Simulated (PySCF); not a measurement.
# TiSi⁻: one state, many levels of theory

State: quartet, unpaired electrons σ ↑, π ↑, δ ↑, a mixture of terms (⟨Lz²⟩ = 5.0). Set-up: PySCF, no relativity, basis sets Ti def2-TZVPPD, Si def2-TZVPPD. De refers to Ti (3d2 4s2) + Si⁻ in their high-spin ground configurations, without counterpoise correction. The functionals are run spin-unrestricted. A positive dipole points towards Si; it is taken about the centre of mass and depends on that origin. Levels whose curve was spin-contaminated or gave no clean fit are not listed.

| Level | Re (Å) | ωe (cm⁻¹) | De (eV) | μ (D) | CPU s a point (SCF and correlation, without the integrals) |
| --- | --- | --- | --- | --- | --- |
| ROHF | 2.580 | 248 | n/a | -2.91 | 4 |
| ROHF-MP2 | 2.329 | 395 | n/a | n/a | 7.5 |
| ROHF-SCS-MP2 | 2.373 | 369 | n/a | n/a | n/a |
| LDA | 2.321 | 406 | n/a | -2.42 | 5.4 |
| PBE | 2.360 | 385 | n/a | -2.33 | 4 |

The bond length runs from 2.321 Å (LDA) to 2.580 Å (ROHF).

Correlated steps freeze 10 core orbitals. De is left out where the level can put another filling of the metal’s s and d shells below the measured ground configuration, by anything from nothing to about 1 eV. Counting both spins, an empty level lies below a filled one in some of these solutions, because spin and occupation are held. The highest Kohn–Sham level is positive in this anion. Much of that is self-interaction error, but it also means that the finite basis helps to hold the extra electron. UHF is strongly spin-contaminated for TiSi⁻, so the ROHF reference used there is far from stable. With d or f electrons several states lie close, and the lowest PBE0 determinant need not be the measured ground state.

The whole job (state search and all levels along the bond) took about 22 min on 2 threads of Arm Neoverse V1 (shared host), peak memory 6.4 GiB.
